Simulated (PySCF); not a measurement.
Compound: 3-chlorobenzonitrile, C7H4ClN.
Cartesian coordinates in Å at the GFN2-xTB level; atoms count from 1:
```xyz
13
C7H4ClN angstrom
N     -3.2244   -1.6442   -0.3955
C     -2.2148   -1.1171   -0.2714
C     -0.9698   -0.4601   -0.1194
C     -0.9141    0.9337   -0.1214
C      0.3071    1.5644    0.0265
C      1.4683    0.8237    0.1753
C      1.4017   -0.5629    0.1769
Cl     2.8496   -1.4873    0.3638
C      0.1912   -1.2172    0.0317
H     -1.8221    1.5058   -0.2373
H      0.3585    2.6424    0.0270
H      2.4219    1.3143    0.2905
H      0.1425   -2.2950    0.0354
```

NICS = −σ at a ghost point: NICS(0) at the centroid of the ring atoms, NICS(1) 1 Å to either side along the normal of their mean plane, zz for the tensor component along that normal. Level: GIAO PBE0/pcSseg-1 (PySCF, non-relativistic, gas phase) on the GFN2-xTB geometry, one conformer.

Ring bond lengths (Å), with Mayer bond orders in brackets: C3–C4 1.395 (1.37), C4–C5 1.382 (1.44), C5–C6 1.385 (1.43), C6–C7 1.388 (1.35), C7–C9 1.384 (1.35), C9–C3 1.394 (1.35).

Task: Give the NICS values of each ring in ppm.

Result: 
| ring | type | NICS(0) | NICS(1), two faces | NICS(1)zz, two faces | rms pucker (Å) | centre to ring atoms, mean (Å) |
| --- | --- | --- | --- | --- | --- | --- |
| C3–C4–C5–C6–C7–C9 | 6-membered carbocycle; formal bonds all aromatic | -9.4 | -11.1 / -11.1 | -26.7 / -26.7 | 0.00 | 1.39 |

Task: What do they say, and how far can they be read as aromaticity?

Result: 
- C3–C4–C5–C6–C7–C9: mean NICS(1)zz -26.7 ppm, shielded. For a flat ring without four-coordinate atoms the NICS criterion counts such a value as aromatic.

Task: And the bond-length index? HOMA takes Krygowski's 1993 parameters.

Result: 
- C3–C4–C5–C6–C7–C9: HOMA 0.99 = 1 − EN − GEO, with mean bond length 1.388 Å, EN = α(Ropt − mean)² = 0.000 and GEO = α × variance = 0.006. The geometric and the magnetic index point the same way.

On one thread of an Arm Neoverse V1 (shared host), this took 27 s. This is the whole shielding run at PBE0/pcSseg-1, SCF included.
